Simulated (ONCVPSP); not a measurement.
## Varying the ONCV potential for bismuth (Bi)

Base potential:

Bi, optimised norm-conserving Vanderbilt (ONCV), made with ONCVPSP 4.0.1 (PBE, scalar-relativistic). Core [Xe] 4f14 5d10, reference 6s2 6p3. Waves: 6s: rc 1.95 bohr, ncon 4, nbas 7, qcut 3.1 1/bohr, 2 projectors, debl 3.6 Ha; 6p: rc 2.70 bohr, ncon 5, nbas 9, qcut 3.5 1/bohr, 2 projectors, debl 2.3 Ha; d scattering state at 0.03 Ha: rc 2.25 bohr, ncon 3, nbas 7, qcut 4.1 1/bohr, 2 projectors, debl 2.3 Ha. Local part: polynomial inside 1.80 bohr (lpopt 5, dvloc0 1 Ha). Core correction: none.

All-electron outer shells of the reference configuration (PBE, scalar-relativistic, ld1.x):

| shell | level (eV) | outermost node (bohr) | outermost maximum (bohr) |
| --- | --- | --- | --- |
| 5p | -95.86 | 0.48 | 0.86 |
| 5d | -27.08 | 0.51 | 1.03 |
| 6s | -14.48 | 0.98 | 1.88 |
| 6p | -4.57 | 1.14 | 2.44 |

Cutoffs, loose and tight: the cutoffs (Ha) at which the residual kinetic energy of the hardest occupied pseudo-wave falls to 1 and 0.1 mHa per electron. They do not see the model core or the augmentation charge, which bear on the density cutoff. Test errors are all-electron minus pseudo excitation energies from the reference, over the configurations 6s2 6p2; 6s2 6p1; 6s2 6p0; 6s0 6p5. A dash means not determined; rows that change the core or the reference have their own tests.

For the base: The cutoffs count occupied waves only; projector 2 of the d channel, the hardest unoccupied one, needs 60 Ha at the loose tolerance.

A true bound ghost makes a file unfit for plane-wave use even where its test errors are small: the radial tests pick states by their node count and pass the ghost by.

```tsv
change	outcome	cutoff, loose	cutoff, tight	bound ghosts	GHOST(+) flags above zero	largest test error (meV)
base	generated	22 Ha	30 Ha	d	s, p	+69
p: qcut 4	generated	22 Ha	30 Ha	d	s, p	+66
s: qcut 2.4; p: qcut 2.7; d: qcut 3.2	failed: ERROR pspot: first pseudo wave function has node, program will stop	–	–	–	–	–
p: rc 3.46	generated	22 Ha	30 Ha	d	s, p	+108
local potential polynomial inside 1.80 bohr (lpopt 5, dvloc0 2.5 Ha)	generated	22 Ha	30 Ha	d	s	+69
```

What comes out with this change to the base: s: ncon 5, nbas 8?

outcome: generated; cutoff, loose: 13 Ha; cutoff, tight: 27 Ha; bound ghosts: d; GHOST(+) flags above zero: s, p; largest test error (meV): +73.

What comes out with this change to the base: d: debl 4.7?

outcome: generated; cutoff, loose: 22 Ha; cutoff, tight: 30 Ha; bound ghosts: none; GHOST(+) flags above zero: s, p; largest test error (meV): +69.
